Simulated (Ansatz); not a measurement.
Reaction (ligand exchange at a Ge–C bond): `C[CH](C)[Ge][NH2]` + HBr → `[NH2][Ge][Br]` + propane

Calculated with Ansatz (gas phase, PBE0-D4/def2-TZVP geometries, no zero-point term in ΔE). CCSD(T)/CBS is the MP2 limit (def2-TZVPP, def2-QZVPP) plus CCSD(T) − MP2 in def2-TZVPP, frozen cores. Functionals use def2-TZVPP. B3LYP here is the variant with VWN-RPA as its local correlation; programs differ in this. HSE06 is defined as in plane-wave codes. For Br, Ge outer-core shells are correlated without core-valence functions, which leaves a few kJ/mol of doubt a bond. Scalar relativity is left out up to krypton. One conformer a species, not always the lowest.

```csv
level,ΔE (kJ/mol),difference from CCSD(T)/CBS
PBE-D4,-168.7,-7.5
revPBE-D4,-163.3,-2.1
B3LYP-D4,-173.5,-12.3
HSE06-D4,-171.9,-10.7
ωB97M-V,-169.9,-8.7
B2PLYP,-176.0,-14.8
r2SCANh,-177.0,-15.8
RPA@PBE/def2-TZVPP,-151.4,9.8
HF/def2-SVP,-187.6,-26.4
MP2/def2-SVP,-161.1,0.1
CCSD/def2-SVP,-161.3,-0.1
CCSD(T)/def2-SVP,-158.1,3.1
MP2/def2-TZVPP,-158.9,2.3
CCSD(T)/def2-TZVPP,-156.9,4.3
MP2/def2-QZVPP,-161.3,-0.1
HF/CBS(def2),-195.2,-34.0
CCSD(T)/CBS,-161.2,0
```

Largest T1 diagnostic among the species: 0.013.

At CCSD(T), def2-SVP lies +3.1 kJ/mol from the extrapolated value and def2-TZVPP +4.3 kJ/mol. In def2-TZVPP, CCSD(T) changes the Hartree–Fock value by +38.7 kJ/mol (the triples alone add +3.7 kJ/mol) and MP2 by +36.6 kJ/mol.
